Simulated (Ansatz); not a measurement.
H2B2Cl, SMILES `B[B-]Cl` (excited triplet) (charge -1, multiplicity 3). This triplet is an excited state, 0.53 eV above the relaxed singlet at the level frozen-core CCSD(T)/aug-cc-pVTZ // B3LYP-D3(BJ)/def2-TZVPD (Ansatz, a quantum-chemistry and plane-wave program).

The numbers are results of Ansatz with PBE0/aug-cc-pVTZ // B3LYP-D3(BJ)/def2-TZVPD, not measurements.

Ansatz 0.2 input:
```yaml
crystal:
  periodic: [false, false, false]
  atoms:
    - { symbol: B, position_ang: [-0.674028, -0.100731, 0.007383] }
    - { symbol: B, position_ang: [0.876058, -0.545756, 0.140194] }
    - { symbol: Cl, position_ang: [2.383331, 0.481698, -0.05375] }
    - { symbol: H, position_ang: [-1.588744, -0.877569, 0.158827] }
    - { symbol: H, position_ang: [-0.996619, 1.042359, -0.252656] }
basis:
  gaussian: { orbitals: aug-cc-pVTZ }
hamiltonian:
  xc: pbe0
total_charge: -1
magnetization:
  spin_polarized: true
  initial_magnetization: 2
```

Output:

```
Functional definition: PBE0
974 factors; their error is unknown
mean field evaluation 1: about -13893.1587 eV, gradient 3.5e1 eV
mean field evaluation 2: about -13875.5325 eV, gradient 5.5e1 eV
mean field evaluation 4: about -13901.6800 eV, gradient 5.9e0 eV
mean field evaluation 8: about -13901.9121 eV, gradient 1.2e-1 eV
mean field evaluation 16: about -13901.9196 eV, gradient 2.2e-4 eV
mean field -13901.91957893 eV, -510.8861214660 hartree, gradient 8.0e-5 eV, S^2 2.005236; 0 other end points of the search recorded, 0 dependent functions left out
reference -13901.91962983 eV, -510.8861233367 hartree; 16, 14 occupied and 172, 174 virtual orbitals, 974 factors
Total energy: -13901.91962983 eV, -510.8861233367 hartree
```
